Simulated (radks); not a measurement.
All-electron atom: Hf2.75+ in 1s1.25 2s2 2p6 3s2 3p6 3d10 4s2 4p6 4d10 4f14 5s2 5p6 5d2 (fractional occupations, a model configuration). Method: Dirac Kohn-Sham, LDA (Slater exchange, Perdew-Wang correlation), spin-unpolarised, spherical densities, finite nucleus; open shells are shared between the two j in proportion to 2j + 1; Fermi nuclear charge, rms radius 5.347 fm; computed with a radial shooting solver on a logarithmic mesh with Libxc functionals.

X-ray form factor f0, the Fourier transform of the density (f0(0) = 69.25):

sin(theta)/lambda (1/angstrom),f0 (electrons)
0.05,68.596
0.1,66.756
0.15,64.035
0.2,60.792
0.25,57.336
0.3,53.883
0.4,47.458
0.5,41.925
0.6,37.229
0.8,29.731
1,24.158
1.25,19.401
1.5,16.433
2,12.867
